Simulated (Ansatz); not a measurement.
Program: Ansatz. Geometries: PBE0-D4/def2-TZVP. ΔE: electronic, gas phase. CCSD(T)/CBS adds triple-zeta CCSD(T) − MP2 to the extrapolated MP2 energy (def2 sets, frozen cores). This one scheme is used for every species. DFT in def2-TZVPP. HSE06 is defined as in plane-wave codes. Triplets are unrestricted, without spin–orbit coupling. For Ge outer-core shells are correlated without core-valence functions, which leaves a few kJ/mol of doubt a bond. Scalar relativity is left out up to krypton. One conformer a species, not always the lowest.

`C[S][GeH2][Cl]` → `[CH2]` (triplet) + `[SH][GeH2][Cl]`  (formal loss of a carbene)

```
           level  ΔE (kcal/mol)  difference from CCSD(T)/CBS
       revPBE-D4          101.3                         -0.9
         BLYP-D4          101.0                         -1.2
         PBE0-D4          101.6                         -0.6
             PBE          102.2                          0.0
           HSE06          100.2                         -2.0
    MP2/def2-SVP           97.9                         -4.3
CCSD(T)/def2-SVP           95.4                         -6.8
   HF/def2-QZVPP           65.7                        -36.5
  MP2/def2-QZVPP          104.3                          2.1
  CCSD/CBS(def2)           99.2                         -3.0
     CCSD(T)/CBS          102.2                            0
```

Largest T1 diagnostic among the species: 0.011.

In def2-TZVPP, CCSD(T) changes the Hartree–Fock value by +33.0 kcal/mol (the triples alone add +3.0 kcal/mol) and MP2 by +36.6 kcal/mol. From PBE to PBE0 (25 % exact exchange), in def2-TZVPP and without D4, ΔE moves by −2.2 kcal/mol.
